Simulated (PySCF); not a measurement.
From computed data to an observable: oscillator strength and radiative lifetime

Be(H)(NH2) (BeH3N), SMILES [NH2][BeH].

Coordinates come from a TPSSh-D3(BJ)/def2-TZVPD optimisation.

TDA-PBE0/def2-TZVPD run with PySCF 2.14.0 puts the first singlet state with f over 0.02 at 6.09 eV (vertical), with the transition dipole (-0.743, 0.000, 0.000) in atomic units.

### Question
Find the oscillator strength, the wavelength and the radiative lifetime that this transition would have in vacuum if emission retraced absorption.

### Answer

|μ|² = 0.5520 au, so |μ| = 1.89 D. ΔE = 6.09/27.211 = 0.2238 hartree. f = (2/3) ΔE |μ|² = 0.082 (the program prints 0.082).
λ = 1239.84/6.09 = 204 nm; ν = 49119 cm⁻¹.
Einstein's coefficient A = 0.6670 ν² f s⁻¹ (ν in cm⁻¹) = 1.3e8 s⁻¹, so τ = 1/A = 7.5 ns. This state is S2; the lower singlet has f = 0.000. The figure is the radiative limit of this one transition; relaxation, internal conversion, crossing to triplets and a medium change what is measured.
